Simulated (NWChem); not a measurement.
**Atomisation of HFSi**

```xyz
3

Si    -0.4557     0.4058     0.0000
H      0.5519     1.5805     0.0000
F      0.6476    -0.8069     0.0000
```
Charge 0, spin multiplicity 1.

Program: NWChem. All single points use one geometry, from B3LYP/def2-SVP, a minimum by its harmonic frequencies.

Basis set: def2-TZVP. The atomisation energy is electronic alone: no zero-point, thermal, spin-orbit or counterpoise terms. No value is extrapolated to the basis-set limit. Free atoms are single determinants with multiplicities Si 3, H 2, F 2.

B3LYP has NWChem's definition, with VWN1-RPA local correlation. The structure started from a generated list of species. The stability of the SCF solutions was not checked. Open-shell Hartree-Fock references start from PBE0 orbitals.

**Question.** One of these methods gave an atomisation energy of 153.9 kcal/mol. Which?
A) BP86
B) HF
C) B3LYP
D) PBE

**Answer.** B, HF. The others give 218.3 (PBE), 216.6 (B3LYP), 221.9 (BP86).
